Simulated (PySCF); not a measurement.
# Working out the excitation energy of O

O [He] 2s2 2p4 (3P) → O [He] 2s1 2p5 (3P). Computed with PySCF 2.14 in x2c-TZVPPall with one added diffuse shell each of s, p, d type (6s4p3d1f, 40 functions), with the spin-free X2C one-electron Hamiltonian (Gaussian nucleus). Frozen: nothing. Energies in hartree (1 hartree = 27.21139 eV):

```json
{"part": "UHF", "O (lower)": "-74.868206", "O (upper)": "-74.247069"}
{"part": "CCSD correlation", "O (lower)": "-0.178050", "O (upper)": "-0.226449"}
{"part": "(T)", "O (lower)": "-0.003188", "O (upper)": "-0.014802"}
```

Question: What does Hartree-Fock give?

Answer: (-74.247069) − (-74.868206) = 0.621137 hartree = 16.902 eV.

Question: What do CCSD and CCSD(T) give?

Answer: The CCSD correlation energies differ by -0.048399 hartree = -1.317 eV and the triples by -0.011614 hartree = -0.316 eV, so CCSD gives 15.585 eV and CCSD(T) 15.269 eV.

The upper state lies above the first ionisation limit, where it may autoionise and the basis confines it.

The coupled-cluster amplitudes are large, so a single reference is strained.
